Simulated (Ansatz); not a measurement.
Mulliken charges of `[NH2][Al]([F])[F]` from ωB97M-V/def2-TZVPP in Ansatz (PBE0-D4/def2-TZVP geometry).

```
atom   x (Å)   y (Å)   z (Å)  charge (e)
  N1  -0.352   0.869  -0.157      -0.380
 Al2   0.300  -0.727   0.114       0.832
  F3   1.456  -0.977   1.249      -0.348
  F4  -0.230  -2.008  -0.763      -0.348
  H5  -0.070   1.692   0.348       0.121
  H6  -1.061   1.087  -0.837       0.121
```

Problem. By hand: the dipole of these point charges (1 e Å = 4.8032 D).

Solution. Σ q r = (-0.180, 0.440, -0.074) e Å, of length 0.481 e Å = 2.31 D.

Problem. How does the dipole of the full density compare? (An estimate is asked.)

Solution. The calculation gave: (-0.196, 0.478, -0.081) e Å, 2.51 D; the point charges give 0.92 times that, at 0° from its direction.

Point charges leave out the atoms' own dipoles, such as those of lone pairs, and Mulliken's split depends on the basis, so the close match here is no proof of good charges.
